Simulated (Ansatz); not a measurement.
The cluster Sn2H2⁻. Total charge -1; doublet. Geometry relaxed at PBE-D4/def2-TZVPD.

```xyz
4

Sn   -1.126    0.621    0.599
Sn    1.026   -0.885   -0.418
H     0.260   -1.268   -2.017
H    -0.161    1.532    1.836
```

In the def2 sets Sn takes a core potential; there is no spin–orbit coupling. The structure comes from a short search, and lower isomers may exist.

Q: Estimate the harmonic wavenumbers at UKS PBE-D4/def2-TZVPD (Ansatz, unscaled). Is this a minimum?

A: 104, 295, 342, 381, 1517, 1531 cm⁻¹. Yes, no mode is imaginary beyond noise. Zero-point energy 24.9 kJ/mol. Run time 25 s (4 threads of Arm Neoverse V2 on a shared host).
